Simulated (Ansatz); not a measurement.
```yaml
atoms:
  - { symbol: C, position_ang: [0.0144, -0.0471, -1.2476] }
  - { symbol: C, position_ang: [0.0238, -0.0208, 0.2532] }
  - { symbol: C, position_ang: [-0.0267, 0.0120, 1.3847] }
  - { symbol: H, position_ang: [0.0244, -0.9857, -1.6470] }
  - { symbol: H, position_ang: [-0.8464, 0.4966, -1.6522] }
  - { symbol: H, position_ang: [0.8609, 0.5449, -1.6084] }
  - { symbol: H, position_ang: [0.0115, -0.0485, 2.4954] }
```

Basis set: aug-cc-pVDZ (spherical functions). Left uncorrelated: 3 orbitals. Charge 0, multiplicity 1.

Computed with Ansatz (development build ahead of 0.2.0); each method stands on the lowest determinant of its kind that the runs found. Restricted open shells among the atoms or ions are ROHF, correlated in semicanonical orbitals with singles.

(1) Give the atomization energy at this shape (free ground-state atoms in the same class of orbitals less the molecule, no zero-point energy) of singlet C3H4 by RHF-MP2, RHF.

Results:

(1)

| method | atomization energy |
| --- | --- |
| RHF-MP2 | 652.30 kcal/mol |
| RHF | 511.07 kcal/mol |
